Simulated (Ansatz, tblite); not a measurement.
Adding an electron: the cluster Cu3S⁺. Total charge 1; singlet. Geometry: PBE0-D4/def2-SVP. Ansatz, gas phase; energy differences of separate SCF runs; the reduced species was run as a doublet alone.

```csv
atom,x (Å),y (Å),z (Å)
Cu1,1.1408,0.5058,1.0114
Cu2,0.2003,0.4601,-1.5260
Cu3,-1.5012,0.1394,0.5541
S4,0.1601,-1.1053,-0.0395
```

The xTB rows come from tblite. The structure comes from a short search, and lower isomers may exist.

Question: Estimate orbital energies and vertical electron affinities at: GFN1-xTB; GFN2-xTB; PBE-D4/def2-TZVP; r2SCAN-D4/def2-TZVP; PBE0-D4/def2-TZVP.

Answer: 
| level | −HOMO (eV) | −LUMO (eV) | vertical EA (eV) | HOMO–LUMO gap (eV) |
| --- | --- | --- | --- | --- |
| GFN1-xTB | 16.40 | 14.18 | 11.47 | 2.22 |
| GFN2-xTB | 15.14 | 12.11 | 9.68 | 3.04 |
| PBE-D4/def2-TZVP | 10.48 | 8.38 | 6.05 | 2.09 |
| r2SCAN-D4/def2-TZVP | 10.48 | 8.09 | 5.90 | 2.39 |
| PBE0-D4/def2-TZVP | 11.67 | 7.33 | 5.73 | 4.34 |

  Raw xTB energy differences between charge states are shifted by several eV; the methods need an empirical correction for them.
